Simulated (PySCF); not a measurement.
Input file for PySCF: R-HF/STO-3G on C4H8 (a complex), monomers drawn apart or pushed together.

```python
from pyscf import gto, scf, dft, mp
from pyscf.data.elements import chemcore

mol = gto.M(
    atom='''
    C     0.72255759    0.10536951    0.54328835
    C    -0.56149168   -0.21801594    0.49865039
    H     1.31211242    0.21835379   -0.35854265
    H     1.23772250    0.27087242    1.48170338
    H    -1.15372802   -0.33155841    1.39853380
    H    -1.07401047   -0.38261182   -0.44149369
    C    -0.25807914    0.70964840    4.64162682
    C     0.06462741   -0.57429300    4.69368026
    H    -0.35799766    1.23585448    3.70006565
    H    -0.43589010    1.28810066    5.54019578
    H     0.16375511   -1.09785439    5.63692150
    H     0.24288075   -1.15542870    3.79704996
    ''',
    basis='sto-3g',
    charge=0, spin=0, verbose=3, max_memory=1800)
mf = scf.RHF(mol)
mf.conv_tol = 1e-8
mf.max_cycle = 100
mf.kernel()
if not mf.converged:
    mf = mf.newton().run(mf.mo_coeff, mf.mo_occ)
```

Task: What total energy does the run end on?

Result: -154.1466 hartree.
